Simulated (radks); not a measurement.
Results of a calculation; reference values are marked as such.
Ionisation of the indium ion In2+, [Kr] 4d10 5s1, to [Kr] 4d10 as the strength of local exchange is varied. Code: a radial shooting solver on a logarithmic mesh with Libxc functionals. Model: Dirac Kohn-Sham, Slater X-alpha exchange (alpha = 2/3 is LDA exchange), no correlation, spin-unpolarised, spherical densities, finite nucleus; Fermi nuclear charge, rms radius 4.6156 fm.

alpha  E(In2+) (hartree)  exchange (hartree)  IE (eV)  -e of the level emptied (eV)  <r> of it (bohr)
0.599        -5857.20759          -134.02117   26.824                22.211 (5s1/2)             2.375
0.667        -5872.44136          -149.61490   27.517                22.897 (5s1/2)             2.346
0.729        -5886.36465          -163.89985   28.155                23.530 (5s1/2)             2.321
0.803        -5903.02481          -181.03335   28.923                24.295 (5s1/2)             2.291
0.844        -5912.27513          -190.56542   29.351                24.723 (5s1/2)             2.274
0.87         -5918.14844          -196.62461   29.624                24.995 (5s1/2)             2.264
x            -5939.42978          -218.62451   30.618                25.991 (5s1/2)             2.228

Which alpha was used in the last row?

Answer. alpha = 0.964. NIST Atomic Spectra Database: 28.044 eV (measured). The Delta-SCF value meets it near alpha = 0.72. Spin polarisation and multiplet splitting are left out, so open shells lie too high by an amount that depends on their filling.

Beside tabulated values, note that spin-unpolarised runs miss the spin-polarisation part of the exchange energy of open shells.
